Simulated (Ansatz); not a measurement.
`[SiH3][O][AlH][Br]`, charge 0, multiplicity 1.

(1) Give a relaxed structure at PBE0-D4/def2-TZVP (Ansatz 0.2.0). (An estimate is asked.)

## Answers

(1) Computed: 
```xyz
8

Si    1.429   -0.143   -0.244
O    -0.198   -0.257   -0.272
Al   -1.802    0.011    0.118
Br   -2.277    1.464    1.767
H     1.865    0.942    0.673
H     2.006   -1.432    0.217
H     1.924    0.150   -1.614
H    -2.946   -0.735   -0.646
```
